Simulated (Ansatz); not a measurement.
Stepwise reaction of `C=[CH][GeH2][CH]=C` with hydrogen, as a gas-phase model of exchange steps in deposition or etching. ΔE in kJ/mol.

Gas-phase electronic energies from Ansatz, PBE0-D4/def2-TZVP geometries. CCSD(T)/CBS adds triple-zeta CCSD(T) − MP2 to the extrapolated MP2 energy (def2 sets, frozen cores). This one scheme is used for every species. DFT in def2-TZVPP. B3LYP here is the variant with VWN-RPA as its local correlation; programs differ in this. For Ge outer-core shells are correlated without core-valence functions, which leaves a few kJ/mol of doubt a bond. Scalar relativity is left out up to krypton. Each species was taken in one conformer, which may not be the lowest.

| step | reaction | PBE-D4 | B3LYP-D4 | ωB97M-V | CCSD(T)/CBS |
| --- | --- | --- | --- | --- | --- |
| 1 | `C=[CH][GeH2][CH]=C` + H₂ → `C=[CH][GeH3]` + `C=C` | -31.7 | -36.0 | -36.1 | -31.9 |
| 2 | `C=[CH][GeH3]` + H₂ → GeH₄ + `C=C` | -32.4 | -37.1 | -36.4 | -31.6 |

**Question.** By hand: ΔE of the 2 steps together at CCSD(T)/CBS.

**Answer.** (-31.9) + (-31.6) = -63.5 kJ/mol, or -31.8 kJ/mol a step.

In ΔE the steps differ by no more than 0.3 kJ/mol. All are downhill at CCSD(T)/CBS. PBE-D4 differs from CCSD(T)/CBS by -0.8 to 0.2 kJ/mol a step. Isolated molecules leave out the surface, adducts and barriers. Largest T1 diagnostic: 0.012.
